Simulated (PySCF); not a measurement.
C5H9BO3.
SMILES with atom numbers: `[CH3:1][C:2](=[O:3])[C@@H:4]1[CH2:5][CH2:6][O:7][BH:8][O:9]1`

Cartesian coordinates in Å at the PBE0-D3(BJ)/def2-SVP level; atoms count from 1:
```xyz
18
C5H9BO3 angstrom
C      2.054   -0.297   -1.251
C      1.289   -0.036    0.013
O      1.647   -0.435    1.095
C      0.025    0.827   -0.097
C     -1.031    0.432    0.921
C     -1.709   -0.852    0.485
O     -2.170   -0.767   -0.850
B     -1.564    0.059   -1.735
O     -0.485    0.830   -1.414
H      2.979   -0.836   -1.014
H      2.277    0.651   -1.765
H      1.441   -0.883   -1.952
H      0.375    1.856    0.114
H     -0.547    0.298    1.899
H     -1.774    1.240    1.009
H     -1.012   -1.704    0.569
H     -2.576   -1.077    1.124
H     -1.984    0.115   -2.863
```

Probes without a nucleus sit at each ring's centroid and 1 Å off its mean plane on both sides; NICS is minus the shielding there, NICSzz its component along the normal. Level: GIAO PBE/pcSseg-1 (PySCF, non-relativistic, gas phase) on the PBE0-D3(BJ)/def2-SVP geometry, one conformer.

Ring bond lengths (Å): C4–C5 1.520, C5–C6 1.516, C6–O7 1.415, O7–B8 1.354, B8–O9 1.365, O9–C4 1.411.

**Question.** What do the NICS probes read (ppm)?

**Answer.** 
```tsv
ring	type	NICS(0)	NICS(1), two faces	NICS(1)zz, two faces	rms pucker (Å)	centre to ring atoms, mean (Å)
C4–C5–C6–O7–B8–O9	6-membered ring with B and 2 O; formal bonds all single	-1.5	-2.2 / -1.2	0.3 / 1.1	0.18	1.40
```

**Question.** What can be read from them?

**Answer.** 
- C4–C5–C6–O7–B8–O9: mean NICS(1)zz 0.7 ppm, near zero. C4, C5, C6 have four or more neighbours, and the NICS criterion for π rings isn't applied.

**Question.** At the first NICS(1) probe listed for ring C4–C5–C6–O7–B8–O9, 1 Å off the ring, how large is the induced field along the normal in 1 T applied along it?

**Answer.** NICSzz × B0 = 0.3 ppm × 1 T = 0 μT.

**Question.** List the ring angles.

**Answer.** 
- C4–C5–C6–O7–B8–O9: C4 112.0°, C5 109.8°, C6 111.5°, O7 120.5°, B8 123.0°, O9 120.3°; sum 697.0° against 720° for a flat convex ring.

**Question.** How do the values depend on the level or the medium?

**Answer.** 
| level | NICS(0), C4–C5–C6–O7–B8–O9 | mean NICS(1)zz, C4–C5–C6–O7–B8–O9 |
| --- | --- | --- |
| PBE/pcSseg-1, gas | -1.5 | 0.7 |
| PBE0/pcSseg-1, gas | -1.8 | 0.6 |
| PBE0/pcSseg-1, IEF-PCM chloroform | -1.8 | 0.7 |

The geometry is the same throughout; the continuum's cavity takes Bondi-type radii × 1.2.
